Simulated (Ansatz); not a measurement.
Correlation energies of C4H3F5, SMILES `FC1CC(F)(F)C1(F)F` by basis set

```xyz
12

F    -0.727    1.971    0.816
C    -0.766    0.715    0.303
C     0.016    0.482   -1.002
C     0.533   -0.831   -0.417
F    -0.211   -1.894   -0.782
F     1.820   -1.132   -0.607
C     0.132   -0.328    0.998
F     1.170    0.238    1.626
F    -0.451   -1.203    1.822
H    -1.801    0.369    0.259
H     0.832    1.201   -1.088
H    -0.546    0.413   -1.930
```

The species carries charge 0 and has multiplicity 1. All single points use the PBE0-D4/def2-TZVP geometry. Frozen core, restricted reference, the Gaussian-basis code of Ansatz. CBS rows extrapolate triple and quadruple zeta; past MP2 they add the triple-zeta difference.

```json
{"basis": "def2-SVP", "HF (Eh)": "-649.85798", "MP2 corr.": "-1.43650"}
{"basis": "def2-TZVPP", "HF (Eh)": "-650.65794", "MP2 corr.": "-1.87185"}
{"basis": "def2-QZVPP", "HF (Eh)": "-650.68543", "MP2 corr.": "-2.03474"}
```

Estimate the CCSD correlation energy and the (T) correction in each basis where they were run (hartree).


```json
{"basis": "def2-SVP", "CCSD corr.": "-1.47641", "(T)": "-0.03461"}
{"basis": "def2-TZVPP", "CCSD corr.": "-1.89373", "(T)": "-0.06612"}
{"basis": "CBS(def2)", "CCSD corr.": "-2.17729", "(T)": "as TZ"}
```
